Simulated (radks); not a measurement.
Values are calculated unless marked as measured or tabulated.
The antimony ion Sb2+ inside a hard spherical wall (all orbitals vanish at R), configuration held at [Kr] 4d10 5s2 5p1 and not refilled when levels cross. Code: a radial shooting solver on a logarithmic mesh with Libxc functionals. Model: scalar-relativistic Kohn-Sham, PBE, spin-polarised, spherical densities, point nucleus; open shells are filled with parallel spins first (spin-orbit coupling, left out, can overturn this in heavy ions). Eigenvalues in eV for spin up, with the zero of energy where the potential of the charges vanishes at infinity; a dash marks a level that is unbound or too diffuse for the functional's potential to be trusted. A positive occupied level is held by the wall or, in an anion where self-interaction has pushed it up, behind a barrier. The pressure on the wall is -dE/dV.

| R (bohr) | E (hartree) | kinetic (hartree) | e(4p) | e(4d) | e(5s) | e(5p) | e(6s, empty) | e(5d, empty) | pressure (GPa) |
|---|---|---|---|---|---|---|---|---|---|
| free | -6480.56710 | 6778.184 | -120.23 | -51.904 | -29.825 | -20.514 | -10.023 | -9.807 | 0 |
| 10 | -6480.56710 | 6778.184 | -120.23 | -51.904 | -29.825 | -20.514 | -9.977 | -9.795 | < 0.0001 |
| 7 | -6480.56660 | 6778.190 | -120.20 | -51.880 | -29.808 | -20.488 | -8.848 | -9.420 | 0.0472 |
| 5 | -6480.54346 | 6778.382 | -119.66 | -51.358 | -29.373 | -19.771 | -1.526 | -6.657 | 4.14 |
| 4 | -6480.41549 | 6779.166 | -118.05 | -49.818 | -27.670 | -17.100 | 13.401 | -0.600 | 41.1 |
| 3.5 | -6480.18172 | 6780.366 | -116.12 | -47.996 | -25.043 | -13.266 | 30.054 | 6.469 | 139 |
| 2.5 | -6477.71670 | 6791.067 | -104.92 | -37.043 | -2.794 | 15.507 | 123.79 | 48.679 | 2330 |
| 1.5 | -6442.95548 | 6916.725 | -32.209 | 44.504 | 209.78 | 249.83 | 657.55 | 307.88 | 121000 |
